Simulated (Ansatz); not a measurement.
Frontier orbitals of `O=[C]1[CH2][AlH]1`.

The species carries charge 0 and has multiplicity 1. The structure was optimised at the PBE0-D4/def2-TZVP level. Basis def2-TZVPP, the Gaussian-basis code of Ansatz.

Task: Compute the vertical ionisation energy as the energy of the cation minus that of the neutral molecule, at each level. (An estimate is asked.)

Result: Computed: 
```
               level  IE (eV)  difference from CCSD(T)/CBS(def2)
   PBE-D4/def2-TZVPP     7.94                              -0.22
r2SCAN-D4/def2-TZVPP     7.89                              -0.28
  PBE0-D4/def2-TZVPP     7.95                              -0.21
 B3LYP-D4/def2-TZVPP     8.05                              -0.12
  ωB97X-V/def2-TZVPP     7.91                              -0.25
  ωB97M-V/def2-TZVPP     7.95                              -0.21
   B2PLYP/def2-TZVPP     7.98                              -0.18
       HF/def2-TZVPP     6.87                              -1.29
      MP2/def2-TZVPP     8.39                               0.23
     CCSD/def2-TZVPP     7.90                              -0.27
  CCSD(T)/def2-TZVPP     7.99                              -0.17
       HF/def2-QZVPP     6.88                              -1.28
      MP2/def2-QZVPP     8.49                               0.33
        HF/CBS(def2)     6.88                              -1.28
       MP2/CBS(def2)     8.56                               0.40
      CCSD/CBS(def2)     8.07                              -0.10
   CCSD(T)/CBS(def2)     8.17                               0.00
```

B3LYP here is the variant with VWN-RPA as its local correlation; programs differ in this.
